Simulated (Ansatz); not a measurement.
`C#C[SiH2]N` → 2 C• + 5 H• + N• + Si•  (atomization)

Gas-phase electronic energies from Ansatz, PBE0-D4/def2-TZVP geometries. CBS: MP2 limit from def2 TZ/QZ plus the TZ coupled-cluster correction, frozen cores. This one scheme is used for every species, atoms too. Functionals use def2-TZVPP. HSE06 is defined as in plane-wave codes. Open shells (•) are unrestricted, without spin–orbit coupling. Spin–orbit coupling would lower the free atoms: a little for C, Si. Each species was taken in one conformer, which may not be the lowest.

`C#C[SiH2]N`:

```xyz
9

C     0.657   -0.749    2.207
C     0.197   -0.203    1.233
Si   -0.493    0.613   -0.260
N    -0.002   -0.062   -1.756
H     1.062   -1.229    3.068
H    -0.047    2.026   -0.223
H    -1.968    0.506   -0.167
H    -0.352   -0.966   -2.032
H     0.947    0.063   -2.070
```

```
         level  ΔE (kJ/mol)  difference from CCSD(T)/CBS
   LDA (SPW92)       3882.3                        455.2
     revPBE-D4       3401.2                        -25.9
       BLYP-D4       3435.0                          7.9
       PBE0-D4       3416.6                        -10.5
    r2SCAN0-D4       3356.7                        -70.4
      HSE06-D4       3419.3                         -7.8
      BHLYP-D4       3327.9                        -99.2
       ωB97X-V       3429.1                          2.0
      PBE-QIDH       3391.7                        -35.4
          BLYP       3400.8                        -26.3
        r2SCAN       3409.9                        -17.2
       r2SCAN0       3352.3                        -74.8
         HSE06       3407.1                        -20.0
  MP2/def2-SVP       3242.1                       -185.0
MP2/def2-TZVPP       3385.8                        -41.3
MP2/def2-QZVPP       3446.2                         19.1
   CCSD(T)/CBS       3427.1                            0
```

Largest T1 diagnostic among the species: 0.012.

The D4 term adds +25.0 kJ/mol with B3LYP and +13.0 kJ/mol with PBE0; it sums over pairs of atoms, weighted by their polarisabilities, and B3LYP, whose exchange is more repulsive, gets the larger term. From BLYP to BHLYP (50 % exact exchange), in def2-TZVPP and without D4, ΔE moves by −91.9 kJ/mol: exact exchange takes away binding that semilocal exchange gives to molecules. At CCSD(T), def2-SVP lies −229.3 kJ/mol from the extrapolated value and def2-TZVPP −101.2 kJ/mol: correlation converges slowly with the basis, and small sets miss more of it in the bonded molecule than in its fragments.

B3LYP here is the variant with VWN-RPA as its local correlation; programs differ in this.

For atomizations the MP2-based limit and the directly extrapolated one differ by several kJ/mol either way, and by 10 to 25 for some Ge, Se and Sn compounds, so smaller differences from it don't rank the levels.
